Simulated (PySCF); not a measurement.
PbO(OH)₂: from structure and modes to constants

All numbers come from PBE0 in PySCF with Pb def2-SVP with ECP60, O def2-SVP, H def2-SVP; scalar-relativistic core potentials, no spin–orbit coupling; density-fitted integrals.

The singlet minimum has Cs symmetry. Masses (u): Pb 207.97664, O 15.99492, H 1.00782.

```xyz
6
charge 0 multiplicity 1, angstrom
Pb    0.0744   -0.0124    0.0000
O     1.9946    0.2021    0.0000
O    -1.4428    1.4249    0.0000
O    -1.3127   -1.5414    0.0000
H    -1.0614    2.3138    0.0000
H    -2.1754   -1.0975    0.0000
```

Harmonic wavenumbers (cm⁻¹): 109.6 (a', ×1), 125.4 (a'', ×1), 143.2 (a', ×1), 292.3 (a'', ×1), 386.1 (a'', ×1), 553.4 (a', ×1), 569.8 (a', ×1), 710.9 (a', ×1), 846.7 (a', ×1), 943.4 (a', ×1), 3820.6 (a', ×1), 3854.9 (a', ×1).

Question: Find the principal moments of inertia and the rotational constants. What kind of rotor is it?

Answer: About the centre of mass I = 77.182, 132.15, 209.33 u Å². With B = 16.8576/I this gives 0.2184, 0.1276, 0.08053 cm⁻¹. The molecule is an asymmetric top with κ = -0.32.

Question: What is the harmonic zero-point energy?

Answer: Half the sum of all 12 wavenumbers, 12356/2 = 6178 cm⁻¹, which is 73.9 kJ/mol (1 cm⁻¹ = 0.0119627 kJ/mol).

Question: Find the vibrational entropy and heat capacity at 298.15 K.

Answer: With u = 1.43878 ω/T, each mode gives S = R[u/(eᵘ−1) − ln(1−e⁻ᵘ)] and C = R u² eᵘ/(eᵘ−1)².
```
ω (cm⁻¹)       u  S (J/(mol K))  C (J/(mol K))
   109.6   0.529          13.71           8.12
   125.4   0.605          12.62           8.07
   143.2   0.691          11.55           7.99
   292.3   1.410           6.11           7.06
   386.1   1.863           4.25           6.28
   553.4   2.670           2.25           4.74
   569.8   2.750           2.11           4.59
   710.9   3.431           1.23           3.38
   846.7   4.086           0.72           2.41
   943.4   4.553           0.49           1.86
  3820.6  18.437           0.00           0.00
  3854.9  18.603           0.00           0.00
```
The sums over all modes are S = 55.0 and C = 54.5 J/(mol K); the softest mode gives 25 % of the entropy.

Question: Give the standard entropy (298.15 K, 1 bar) by its translational, rotational, vibrational and spin parts, and Cp.

Answer: Sackur–Tetrode with M = 257.98 u gives 178.1; rotation with symmetry number 1 gives 109.1; vibration 55.0; spin R ln 1 = 0.0. The total is 342.3 J/(mol K), and Cp = 4 R + 54.5 = 87.8 J/(mol K).

This need not be the most stable arrangement of these atoms. Spin–orbit coupling, left out here, can matter for elements this heavy.
